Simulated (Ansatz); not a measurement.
`[BH2][GeH2][Br]` → BH₃ + `[GeH][Br]` at 298.15 K and 1 bar (germylene formation by 1,1-elimination).

Gas-phase electronic energies from Ansatz, PBE0-D4/def2-TZVP geometries. CBS: MP2 limit from def2 TZ/QZ plus the TZ coupled-cluster correction, frozen cores. This one scheme is used for every species. For Br, Ge outer-core shells are correlated without core-valence functions, which leaves a few kJ/mol of doubt a bond. Scalar relativity is left out up to krypton.

| species | CCSD(T)/CBS energy (Eh) | H − E (kJ/mol) | S (J/(mol·K)) |
| --- | --- | --- | --- |
| `[BH2][GeH2][Br]` | -4676.63012 | 112.8 | 330.9 |
| BH₃ | -26.55200 | 78.7 | 188.3 |
| `[GeH][Br]` | -4650.03665 | 28.7 | 275.9 |

H − E and S are ideal-gas, rigid-rotor, harmonic terms from PBE0-D4/def2-TZVP. 1 Eh = 2625.50 kJ/mol, R = 8.31446 J/(mol·K).

Task: By hand: ΔE, ΔH, ΔS and ΔG.

Result: ΔE = (-26.55200) + (-4650.03665) − (-4676.63012) = 0.04147 Eh = 108.9 kJ/mol. Δ(H − E) = 78.7 + 28.7 − 112.8 = -5.4, so ΔH = 103.5 kJ/mol. ΔS = 188.3 + 275.9 − 330.9 = 133.3 J/(mol·K). ΔG = 103.5 − 298.15 × (133.3)/1000 = 63.8 kJ/mol.

Task: By hand: the equilibrium constant, and the temperature at which ΔG would vanish if ΔH and ΔS stayed fixed.

Result: log₁₀ K = −ΔG/(RT ln 10) = -11.2. ΔG = 0 at ΔH/ΔS = 776 K.

The number of gas molecules changes by +1, which sets the sign of ΔS. A doubt of 5 kJ/mol in ΔE shifts log₁₀ K by 0.9 here. These are equilibria of isolated gas molecules and say nothing of rates. Largest T1 diagnostic: 0.011 (customary marks: 0.02 for closed shells, 0.045 for open ones).
